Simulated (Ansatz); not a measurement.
Isolated molecules relaxed with PBE0-D4/def2-TZVP in Ansatz; ΔE leaves out vibrations. CCSD(T)/CBS is the MP2 limit (def2-TZVPP, def2-QZVPP) plus CCSD(T) − MP2 in def2-TZVPP, frozen cores. DFT in def2-TZVPP. For Se outer-core shells are correlated without core-valence functions, which leaves a few kJ/mol of doubt a bond. Scalar relativity is left out up to krypton. One conformer a species, not always the lowest.

Consider the formal exchange of groups at the Si–C bond: `OC[SiH2]F` + `N=COC[SeH]` → `F[SiH2]OC[SeH]` + `N=CCO`.

`OC[SiH2]F`:

```xyz
9

O    -1.212   -0.496    1.149
C     0.115   -0.065    0.876
Si    0.323    0.416   -0.926
F    -0.152   -0.856   -1.787
H    -1.414   -1.239    0.574
H     0.857   -0.822    1.169
H     0.300    0.806    1.512
H     1.739    0.705   -1.269
H    -0.556    1.551   -1.298
```

`N=COC[SeH]`:

Z-matrix (Å, degrees):
```
C
Se 1 1.935
O 1 1.410 2 110.4
H 1 1.092 2 109.3 3 -122.3
H 1 1.094 2 105.6 3 120.2
H 2 1.468 1 94.6 3 74.7
C 3 1.351 1 116.6 2 177.9
N 7 1.257 3 130.3 1 -0.5
H 7 1.088 3 108.9 1 179.6
H 8 1.017 7 113.7 3 0.0
```

`F[SiH2]OC[SeH]`:

Cartesian coordinates in Å:
```
F 1.092 -1.728 1.113
Si 1.353 -0.740 -0.113
O 0.564 0.670 0.141
C -0.761 0.856 0.524
Se -2.084 -0.231 -0.435
H 0.915 -1.434 -1.340
H 2.782 -0.376 -0.138
H -1.017 1.903 0.380
H -0.911 0.587 1.573
H -1.933 0.492 -1.705
```

`N=CCO`:

Cartesian coordinates in Å:
```
N 1.427 0.144 0.235
C 0.401 0.398 -0.456
C -0.911 -0.175 -0.029
O -0.799 -0.942 1.124
H 2.269 0.577 -0.134
H 0.399 1.018 -1.359
H -1.617 0.657 0.118
H -1.311 -0.772 -0.863
H 0.142 -0.907 1.365
```

(1) Is it downhill or uphill in electronic energy at CCSD(T)/CBS, and by how much? (An estimate is asked.)

(2) What do these levels give: PBE-D4, r2SCAN-D4, PBE0-D4, MP2/def2-TZVPP, CCSD(T)/def2-TZVPP, CCSD/CBS(def2)? (An estimate is asked.)

Largest T1 diagnostic among the species: 0.012.

Results:

(1) Computed: Downhill: ΔE = -145.0 kJ/mol.

(2) Computed: PBE-D4 -126.7, r2SCAN-D4 -136.3, PBE0-D4 -135.0, MP2/def2-TZVPP -145.7, CCSD(T)/def2-TZVPP -141.7, CCSD/CBS(def2) -147.5 kJ/mol.

From PBE to PBE0 (25 % exact exchange), in def2-TZVPP and without D4, ΔE moves by −8.5 kJ/mol. In def2-TZVPP, CCSD(T) changes the Hartree–Fock value by +8.1 kJ/mol (the triples alone add +2.5 kJ/mol) and MP2 by +4.1 kJ/mol.
